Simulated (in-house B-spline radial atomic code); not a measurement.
## The chromium ion Cr⁸⁺: [Ne] 3s2 3p4

Method: non-relativistic PBEsol, spin-polarised, spherical fractional occupations, point nucleus. Calculated with an all-electron radial atomic-structure program (B-spline basis).

Z_r = [3n² - l(l+1)]/(2<r>); Z_e = n√(-2ε); the last column is Slater's effective charge. Values are occupation-weighted means over spin.

```tsv
shell	electrons	ε (eV)	<r> (bohr)	Z_r	Z_e	Slater
1s	2	-6010.4	0.06424	23.35	21.02	23.70
2s	2	-838.43	0.2952	20.32	15.70	19.85
2p	6	-740.5	0.26	19.23	14.75	19.85
3s	2	-227.79	0.8221	16.42	12.28	13.45
3p	4	-199.9	0.831	15.04	11.50	13.45
```

The least bound orbital is 3p down at -196.6 eV, and it is also the most diffuse (<r> = 0.8341 bohr).

The density falls to 0.001 bohr⁻³ at 2.028 bohr; Σ<r²> = 5.4409 bohr² gives, by the non-relativistic formula and without the paramagnetism of open shells, a Langevin diamagnetic susceptibility of -4.309×10⁻⁶ cm³/mol.
